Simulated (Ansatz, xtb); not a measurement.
Two isomers of C5H4BrNO

Structure X: `O=Cc1c[nH]cc1Br`, a singlet. Structure Y: `Br/C=C/c1cocn1`, a singlet. Both are isolated molecules in the gas phase, relaxed with PBE0-D3(BJ)/def2-SVP, each in the lowest conformer that the search found.

X (Å):

```xyz
12

C    -0.9558   -1.4829    0.2116
C    -0.7236   -0.3747    1.1359
C    -0.8089    0.9699    0.8016
C    -0.2609    0.8771    2.9737
C    -0.3741   -0.4163    2.5210
Br   -0.1124   -1.9490    3.5538
N    -0.5307    1.6978    1.9069
O    -1.2498   -1.3431   -0.9529
H    -0.8405   -2.4989    0.6638
H    -1.0514    1.4189   -0.1587
H    -0.5215    2.7083    1.9464
H    -0.0129    1.2639    3.9582
```

Y (Å):

```xyz
12

C    -1.7955   -1.1979    0.3859
C    -1.5648    0.0423    0.8308
C    -0.3437    0.3946    1.5313
C     0.0336    1.6059    2.0419
C     1.5661    0.1640    2.4181
Br   -3.3564   -1.6869   -0.5199
N     0.6698   -0.5149    1.7919
O     1.2542    1.4566    2.6082
H    -1.0773   -2.0081    0.5269
H    -2.3017    0.8347    0.6758
H    -0.4192    2.5921    2.0803
H     2.5262   -0.1749    2.8044
```

Energies in hartree; the thermal terms are from GFN2-xTB frequencies at re-optimised GFN2-xTB minima (ideal gas, soft modes damped towards free rotors, one conformer each, 298.15 K, 1 atm) and include the zero-point energy:

```
                               X            Y
E, CCSD(T)/def2-SVP  −2894.110766  −2894.088572
    E, MP2/def2-SVP  −2894.036625  −2894.008791
  E, MP2/def2-TZVPP  −2894.984284  −2894.959455
  zero-point energy      0.079497      0.079231
       H(298 K) − E      0.087785      0.087413
       G(298 K) − E      0.046272      0.045700
```

Task: Correct the CCSD(T) difference for the basis set by the MP2 change, then work out ΔE, ΔE₀, ΔH and ΔG for X → Y in kJ/mol (1 Eh = 2625.50 kJ/mol) and the equilibrium ratio [Y]/[X].

Result: 1. Differences Y − X: CCSD(T) +0.022194, MP2 in the small set +0.027834, MP2 in the large set +0.024829 Eh.
2. ΔE = +0.022194 + (+0.024829 − (+0.027834)) = +0.019189 Eh = +50.38 kJ/mol.
3. ΔE₀ = ΔE + ΔZPE = +0.019189 + (−0.000266) Eh = +49.68 kJ/mol.
4. ΔH = ΔE + (−0.000372) Eh = +49.40 kJ/mol.
5. ΔG = ΔE + (−0.000572) Eh = +48.88 kJ/mol, so ΔS = (ΔH − ΔG)/T = +1.8 J/(mol K).
6. kT = 0.9442 mEh, so K = [Y]/[X] = exp(−ΔG/kT) = exp(−19.72) ≈ 2.7 × 10^−9.

Structure X is favoured at this temperature. An error of 4 kJ/mol in ΔG would change K by a factor of 5. HF/STO-3G found them nearly level. Mirror images and further conformers aren't counted.

As drawn, Y has 1 C=C, 2 C∷O, 1 C–H in place of 1 C=O, 2 C∷C, 1 N–H (∷ is an aromatic bond).

Other levels gave ΔE = +9.5 (GFN2-xTB); −1.6 (HF/STO-3G, GFN2-xTB geometries); +62.3 (r2SCAN-D4/def2-SVP, GFN2-xTB geometries); +67.6 (PBE0-D3(BJ)/def2-SVP); +62.1 (HF/def2-SVP); +73.1 (MP2/def2-SVP); +58.3 (CCSD(T)/def2-SVP) kJ/mol. The correlated steps freeze 16 core orbitals; the filled d shell of Br is correlated, in a basis made for valence electrons. Programs: Ansatz 0.2.0, xtb 6.7.1.
